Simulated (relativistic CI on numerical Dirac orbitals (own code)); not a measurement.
# Slater and spin-orbit integrals, Dy I

These numbers are calculated, not measured: Dirac-Coulomb-Breit CI, orbitals from a KLI potential per configuration, a model potential for QED, valence Slater integrals scaled by 0.85, P86 correlation energy added to each configuration (own radial code, finite nucleus).

Slater integrals F^k, G^k are unscaled and averaged over j, outside the closed core [Xe]; ζ comes from projecting the Hamiltonian with its Breit term on Σ l·s of the shell.

- 4f10.6s2: F^2(4f,4f) = 110360, F^4(4f,4f) = 68631, F^6(4f,4f) = 49211, ζ(4f) = 1831.2 cm⁻¹; <r>(4f) = 0.8736, <r^2>(4f) = 1.064 (bohr units).
- 4f10.6s.6p: F^2(4f,4f) = 110640, F^4(4f,4f) = 68815, F^6(4f,4f) = 49344, ζ(4f) = 1820.7, G^3(4f,6s) = 2058.2, F^2(4f,6p) = 3559.3, G^2(4f,6p) = 875.95, G^4(4f,6p) = 763.35, G^1(6s,6p) = 21659, ζ(6p) = 950.94 cm⁻¹; <r>(4f) = 0.8696, <r^2>(4f) = 1.044, <r>(6s) = 4.15, <r^2>(6s) = 19.71, <r>(6p) = 5.967, <r^2>(6p) = 40.83 (bohr units).
- 4f9.6s2.6p: F^2(4f,4f) = 119130, F^4(4f,4f) = 74492, F^6(4f,4f) = 53522, ζ(4f) = 1915.8, F^2(4f,6p) = 4510.5, G^2(4f,6p) = 1092.7, G^4(4f,6p) = 973.08, ζ(6p) = 1664.5 cm⁻¹; <r>(4f) = 0.8092, <r^2>(4f) = 0.8563, <r>(6p) = 5.209, <r^2>(6p) = 30.99 (bohr units).

Correlation outside the listed configurations is missing or only estimated: errors of thousands of cm⁻¹ between configurations and terms are usual at this charge. Rates and lifetimes follow the computed energies and can be off by large factors. The fine structure of a lone outer electron comes out too small, for d and f at times inverted, and misplaced configurations move strength between like terms. 4 of the 29 excited levels that our extract of the measured tables holds in this range could be paired (the sources list more); they are missed by 162 cm⁻¹ on average and 201 at most, and levels without a partner can miss by more.

Averages of the first 6 configurations, taken without configuration mixing, which lowers the lowest level and can move excited configurations by several eV; other configurations of the list can lie among them:

```csv
Configuration,Parity,States,Average energy above the lowest level (eV)
4f10.6s2,even,1001,5.5
4f10.6s.6p,odd,12012,7.3
4f9.6s2.6p,even,12012,7.6
4f10.7s2,even,1001,14.3
4f11.6s,odd,728,13.3
4f12,even,91,25.1
```
